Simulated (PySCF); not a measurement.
**Question.** What does the PBE0-D3(BJ)/def2-SVP structure of `[SiH3]C[SiH2]P[SiH3]` look like in three dimensions?

**Answer.** 
```
atom  x, y, z in Å
Si1   -2.457    0.656    0.610
C2    -1.348   -0.010   -0.761
Si3   -0.203   -1.421   -0.271
P4     0.931   -0.826    1.604
Si5    2.004    0.929    0.667
H6    -3.336    1.745    0.083
H7    -3.320   -0.437    1.151
H8    -1.629    1.209    1.724
H9    -0.743    0.823   -1.159
H10   -1.985   -0.363   -1.591
H11    0.728   -1.753   -1.395
H12   -1.004   -2.641    0.054
H13    2.002   -1.748    1.391
H14    2.465    0.671   -0.734
H15    1.049    2.078    0.644
H16    3.182    1.287    1.511
```

Orientation and origin are arbitrary. Atoms count from 1 in this order. Si5 (SiH3 silicon) is distorted tetrahedral (angles from 107.5° to 113.6°). Si3 (SiH2 silicon) is tetrahedral (angles from 107.6° to 111.5°). Si1 (SiH3 silicon) is tetrahedral (angles from 108.6° to 110.3°). Of the pairs four or more bonds apart, Si5···H9 is among the closest relative to their van der Waals radii: 3.30 Å, 100 % of the sum of Bondi's values.

Bonds between heavy atoms (Å): Si1–C2 1.885, C2–Si3 1.882, Si3–P4 2.270, P4–Si5 2.260.

Computed with PBE0-D3(BJ)/def2-SVP geometry optimisation, gas phase in PySCF.

Point group: C1 (no symmetry element, even within 0.4 Å). No frequency check. One conformer, not necessarily the lowest (Si1–C2–Si3–P4 -51°, C2–Si3–P4–Si5 -63°).

The run took 28 s on an Arm Neoverse V2 with one thread, no GPU, shared host with 192 logical CPUs at a one-minute load of 93, and the process peaked at 0.62 GiB of memory. These figures are those of the optimisation.
